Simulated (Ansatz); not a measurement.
Ansatz (a quantum-chemistry and plane-wave program) job for C₃H₁₀NSi, SMILES CC(C)[N][SiH3] (connectivity only; charge and spin as stated), charge -1, multiplicity 1, PBE0-D3(BJ)/def2-SVPD. 

Ansatz 0.2 input:
```yaml
crystal:
  periodic: [false, false, false]
  atoms:
    - {symbol: C, position_ang: [-1.05403834, 1.36673302, 0.55480192]}
    - {symbol: C, position_ang: [-0.69906312, -0.13891002, 0.56850500]}
    - {symbol: C, position_ang: [-2.00294296, -0.94847039, 0.41131791]}
    - {symbol: N, position_ang: [0.20368033, -0.52193170, -0.44986879]}
    - {symbol: Si, position_ang: [1.75667660, 0.00319201, -0.59294207]}
    - {symbol: H, position_ang: [-1.78572386, 1.61731561, 1.32713114]}
    - {symbol: H, position_ang: [-1.45697061, 1.63254588, -0.42051387]}
    - {symbol: H, position_ang: [-0.14862043, 1.94546999, 0.71749554]}
    - {symbol: H, position_ang: [-0.31318685, -0.35344489, 1.59869718]}
    - {symbol: H, position_ang: [-1.77655182, -2.01131831, 0.45491041]}
    - {symbol: H, position_ang: [-2.72271466, -0.70426133, 1.19583816]}
    - {symbol: H, position_ang: [-2.44560815, -0.73404260, -0.55917282]}
    - {symbol: H, position_ang: [2.74537703, -0.23861803, 0.53539735]}
    - {symbol: H, position_ang: [2.34831297, -0.69220995, -1.76932048]}
    - {symbol: H, position_ang: [2.07271839, 1.47128185, -0.83794116]}
basis:
  gaussian:
    orbitals: def2-SVPD
hamiltonian:
  xc: pbe0
  dispersion: d3bj
total_charge: -1
relax: {f_tol: 0.002, max_steps: 200}
```

Log of the run:

```
WARN ansatz: RAYON_NUM_THREADS=2 ignored (pool sized by the plan → 2); use --threads N
Functional definition: PBE0
integrals: 0.12 GiB planned
1567 factors; their error is unknown
mean field: 1.05 GiB planned
mean field evaluation 1: about -12622.1976 eV, gradient 4.6e1 eV
mean field evaluation 2: about -12609.7326 eV, gradient 8.3e1 eV
mean field evaluation 4: about -12627.1454 eV, gradient 3.5e0 eV
mean field evaluation 8: about -12627.1721 eV, gradient 5.3e-2 eV
mean field evaluation 16: about -12627.2060 eV, gradient 6.5e-5 eV
mean field -12627.20604157 eV, -464.0412630001 hartree, gradient 1.1e-5 eV, S^2 0.000000; 0 other end points of the search recorded, 0 dependent functions left out
the calculation of the forces begins
reference -12627.20608653 eV, -464.0412646522 hartree; 25, 25 occupied and 159, 159 virtual orbitals, 1567 factors
relax step   1: F+E_penalty+E_count = -12627.48798241 eV  Δ(F+E_penalty+E_count) = +0.000e0 eV  max|allowed force component| = 6.661e-1 eV/Å  Δτ_max = 0.0000 Å  (28 SCF iters, accepted)
these checks for a lower state are left out or cut short: starts, cluster_reference, orbital_swaps, neighbouring_geometries, increment
integrals: 0.12 GiB planned
1567 factors; their error is unknown
mean field: 1.05 GiB planned
mean field -12627.26657726 eV, -464.0434876457 hartree, gradient 2.4e-5 eV, S^2 0.000000; 0 other end points of the search recorded, 0 dependent functions left out
the calculation of the forces begins
reference -12627.26662226 eV, -464.0434892993 hartree; 25, 25 occupied and 159, 159 virtual orbitals, 1567 factors
relax step   2: F+E_penalty+E_count = -12627.54643128 eV  Δ(F+E_penalty+E_count) = -5.845e-2 eV  max|allowed force component| = 3.086e-1 eV/Å  Δτ_max = 0.0806 Å  (30 SCF iters, accepted)
these checks for a lower state are left out or cut short: starts, cluster_reference, orbital_swaps, neighbouring_geometries, increment
integrals: 0.12 GiB planned
1567 factors; their error is unknown
mean field: 1.05 GiB planned
mean field evaluation 32: about -12627.2723 eV, gradient 2.3e-5 eV
mean field -12627.27229586 eV, -464.0436978004 hartree, gradient 2.3e-5 eV, S^2 0.000000; 0 other end points of the search recorded, 0 dependent functions left out
the calculation of the forces begins
reference -12627.27234082 eV, -464.0436994524 hartree; 25, 25 occupied and 159, 159 virtual orbitals, 1567 factors
relax step   3: F+E_penalty+E_count = -12627.55166816 eV  Δ(F+E_penalty+E_count) = -5.237e-3 eV  max|allowed force component| = 5.950e-2 eV/Å  Δτ_max = 0.0230 Å  (30 SCF iters, accepted)
these checks for a lower state are left out or cut short: starts, cluster_reference, orbital_swaps, neighbouring_geometries, increment
integrals: 0.12 GiB planned
1567 factors; their error is unknown
mean field: 1.05 GiB planned
mean field -12627.27346723 eV, -464.0437408472 hartree, gradient 2.2e-5 eV, S^2 0.000000; 0 other end points of the search recorded, 0 dependent functions left out
the calculation of the forces begins
reference -12627.27351222 eV, -464.0437425006 hartree; 25, 25 occupied and 159, 159 virtual orbitals, 1567 factors
relax step   4: F+E_penalty+E_count = -12627.55265015 eV  Δ(F+E_penalty+E_count) = -9.820e-4 eV  max|allowed force component| = 2.499e-2 eV/Å  Δτ_max = 0.0173 Å  (32 SCF iters, accepted)
these checks for a lower state are left out or cut short: starts, cluster_reference, orbital_swaps, neighbouring_geometries, increment
integrals: 0.12 GiB planned
1567 factors; their error is unknown
mean field: 1.05 GiB planned
mean field -12627.27615685 eV, -464.0438396890 hartree, gradient 1.2e-5 eV, S^2 0.000000; 0 other end points of the search recorded, 0 dependent functions left out
the calculation of the forces begins
reference -12627.27620185 eV, -464.0438413427 hartree; 25, 25 occupied and 159, 159 virtual orbitals, 1567 factors
relax step   5: F+E_penalty+E_count = -12627.55496837 eV  Δ(F+E_penalty+E_count) = -2.318e-3 eV  max|allowed force component| = 5.586e-2 eV/Å  Δτ_max = 0.0659 Å  (30 SCF iters, accepted)
these checks for a lower state are left out or cut short: starts, cluster_reference, orbital_swaps, neighbouring_geometries, increment
integrals: 0.12 GiB planned
1567 factors; their error is unknown
mean field: 1.05 GiB planned
mean field -12627.27811742 eV, -464.0439117388 hartree, gradient 1.4e-5 eV, S^2 0.000000; 0 other end points of the search recorded, 0 dependent functions left out
the calculation of the forces begins
reference -12627.27816250 eV, -464.0439133952 hartree; 25, 25 occupied and 159, 159 virtual orbitals, 1567 factors
relax step   6: F+E_penalty+E_count = -12627.55631941 eV  Δ(F+E_penalty+E_count) = -1.351e-3 eV  max|allowed force component| = 3.178e-2 eV/Å  Δτ_max = 0.0873 Å  (31 SCF iters, accepted)
these checks for a lower state are left out or cut short: starts, cluster_reference, orbital_swaps, neighbouring_geometries, increment
integrals: 0.12 GiB planned
1567 factors; their error is unknown
mean field: 1.05 GiB planned
mean field -12627.27844956 eV, -464.0439239444 hartree, gradient 2.3e-5 eV, S^2 0.000000; 0 other end points of the search recorded, 0 dependent functions left out
the calculation of the forces begins
reference -12627.27849464 eV, -464.0439256013 hartree; 25, 25 occupied and 159, 159 virtual orbitals, 1567 factors
relax step   7: F+E_penalty+E_count = -12627.55668384 eV  Δ(F+E_penalty+E_count) = -3.644e-4 eV  max|allowed force component| = 2.567e-2 eV/Å  Δτ_max = 0.0219 Å  (32 SCF iters, accepted)
these checks for a lower state are left out or cut short: starts, cluster_reference, orbital_swaps, neighbouring_geometries, increment
integrals: 0.12 GiB planned
1567 factors; their error is unknown
mean field: 1.05 GiB planned
mean field evaluation 64: about -12627.2785 eV, gradient 1.8e-4 eV
mean field -12627.27848863 eV, -464.0439253804 hartree, gradient 2.4e-5 eV, S^2 0.000000; 0 other end points of the search recorded, 0 dependent functions left out
the calculation of the forces begins
reference -12627.27853374 eV, -464.0439270380 hartree; 25, 25 occupied and 159, 159 virtual orbitals, 1567 factors
relax step   8: F+E_penalty+E_count = -12627.55682751 eV  Δ(F+E_penalty+E_count) = -1.437e-4 eV  max|allowed force component| = 1.658e-2 eV/Å  Δτ_max = 0.0353 Å  (31 SCF iters, accepted)
these checks for a lower state are left out or cut short: starts, cluster_reference, orbital_swaps, neighbouring_geometries, increment
integrals: 0.12 GiB planned
1567 factors; their error is unknown
mean field: 1.05 GiB planned
mean field -12627.27854886 eV, -464.0439275937 hartree, gradient 2.3e-5 eV, S^2 0.000000; 0 other end points of the search recorded, 0 dependent functions left out
the calculation of the forces begins
reference -12627.27859398 eV, -464.0439292518 hartree; 25, 25 occupied and 159, 159 virtual orbitals, 1567 factors
relax step   9: F+E_penalty+E_count = -12627.55690814 eV  Δ(F+E_penalty+E_count) = -8.063e-5 eV  max|allowed force component| = 1.471e-2 eV/Å  Δτ_max = 0.0117 Å  (31 SCF iters, accepted)
these checks for a lower state are left out or cut short: starts, cluster_reference, orbital_swaps, neighbouring_geometries, increment
integrals: 0.12 GiB planned
1567 factors; their error is unknown
mean field: 1.05 GiB planned
mean field -12627.27858847 eV, -464.0439290493 hartree, gradient 2.3e-5 eV, S^2 0.000000; 0 other end points of the search recorded, 0 dependent functions left out
the calculation of the forces begins
reference -12627.27863357 eV, -464.0439307069 hartree; 25, 25 occupied and 159, 159 virtual orbitals, 1567 factors
relax step  10: F+E_penalty+E_count = -12627.55692605 eV  Δ(F+E_penalty+E_count) = -1.791e-5 eV  max|allowed force component| = 1.808e-2 eV/Å  Δτ_max = 0.0054 Å  (32 SCF iters, accepted)
these checks for a lower state are left out or cut short: starts, cluster_reference, orbital_swaps, neighbouring_geometries, increment
integrals: 0.12 GiB planned
1567 factors; their error is unknown
mean field: 1.05 GiB planned
mean field -12627.27861211 eV, -464.0439299182 hartree, gradient 2.5e-5 eV, S^2 0.000000; 0 other end points of the search recorded, 0 dependent functions left out
the calculation of the forces begins
reference -12627.27865721 eV, -464.0439315757 hartree; 25, 25 occupied and 159, 159 virtual orbitals, 1567 factors
relax step  11: F+E_penalty+E_count = -12627.55695120 eV  Δ(F+E_penalty+E_count) = -2.515e-5 eV  max|allowed force component| = 1.217e-3 eV/Å  Δτ_max = 0.0019 Å  (23 SCF iters, accepted)
integrals: 0.12 GiB planned
1567 factors; their error is unknown
mean field: 1.05 GiB planned
mean field evaluation 96: about -12627.2498 eV, gradient 5.0e-2 eV
mean field -12627.27861211 eV, -464.0439299182 hartree, gradient 2.5e-5 eV, S^2 0.000000; 1 other end points of the search recorded, 0 dependent functions left out
the calculation of the forces begins
reference -12627.27865721 eV, -464.0439315757 hartree; 25, 25 occupied and 159, 159 virtual orbitals, 1567 factors
Total energy: -12627.55699630 eV, -464.0541603485 hartree
Atom 0 at    -1.137445     1.403702     0.550525 Å, force     0.000967    -0.000639    -0.000107 eV/Å
Atom 1 at    -0.710131    -0.075938     0.512363 Å, force    -0.000399     0.000747     0.000988 eV/Å
Atom 2 at    -1.963206    -0.959886     0.443620 Å, force     0.000093    -0.000037    -0.000365 eV/Å
Atom 3 at     0.159813    -0.380837    -0.565904 Å, force    -0.000883     0.000149    -0.000962 eV/Å
Atom 4 at     1.789044    -0.035136    -0.617393 Å, force     0.000487    -0.001217    -0.000715 eV/Å
Atom 5 at    -1.822211     1.628364     1.390090 Å, force     0.000104     0.000240    -0.000207 eV/Å
Atom 6 at    -1.639041     1.659195    -0.397234 Å, force     0.000019     0.000004     0.000053 eV/Å
Atom 7 at    -0.250990     2.048998     0.641641 Å, force    -0.000589    -0.000219     0.000171 eV/Å
Atom 8 at    -0.253675    -0.279472     1.520973 Å, force    -0.000395     0.000330     0.000291 eV/Å
Atom 9 at    -1.667212    -2.018269     0.475791 Å, force    -0.000048    -0.000187     0.000528 eV/Å
Atom 10 at    -2.671668    -0.757277     1.267198 Å, force    -0.000270    -0.000199     0.000020 eV/Å
Atom 11 at    -2.472623    -0.784965    -0.518140 Å, force    -0.000186    -0.000036    -0.000215 eV/Å
Atom 12 at     2.638724    -0.484666     0.585678 Å, force     0.000887    -0.000298     0.000199 eV/Å
Atom 13 at     2.449890    -0.693711    -1.808889 Å, force     0.000023     0.000627     0.000373 eV/Å
Atom 14 at     2.272075     1.423229    -0.745982 Å, force     0.000190     0.000736    -0.000052 eV/Å
Dipole moment:    -0.615211     0.171316     0.431971 e Å
```

The calculation finished and met its thresholds.

Cost: about 120 core-seconds (a rough figure).
